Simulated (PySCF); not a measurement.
# How methods differ on the excitation energy of Si⁺

Si⁺ [Ne] 3s2 3p1 (2P) → Si⁺ [Ne] 3s1 3p1 4s1 (4P), as a difference of total energies. Calculation: PySCF 2.14, in x2c-QZVPPall with one added diffuse shell each of s, p, d, f type (10s7p5d3f1g, 86 functions); the spin-free X2C one-electron Hamiltonian (Gaussian nucleus). Correlated levels: valence: [Ne] frozen. The calculations carry no spin-orbit coupling.

```tsv
method	excitation energy (eV)
UHF	13.003
MP2 (valence)	13.983
SCS-MP2 (valence)	14.306
CCSD (valence)	14.297
CCSD(T) (valence)	14.323
```

**Question.** How much does correlation contribute at CCSD(T) (valence)?

**Answer.** 14.323 − (13.003) = 1.320 eV, measured against UHF.

Errors of the correlated levels include the incompleteness of this basis and the frozen core.

The coupled-cluster amplitudes are large for the upper state (T1 above 0.03 or a double amplitude above 0.15), so a single reference is strained.

For comparison: 14.490 eV (measured; NIST levels, between the centres of gravity of the two terms).
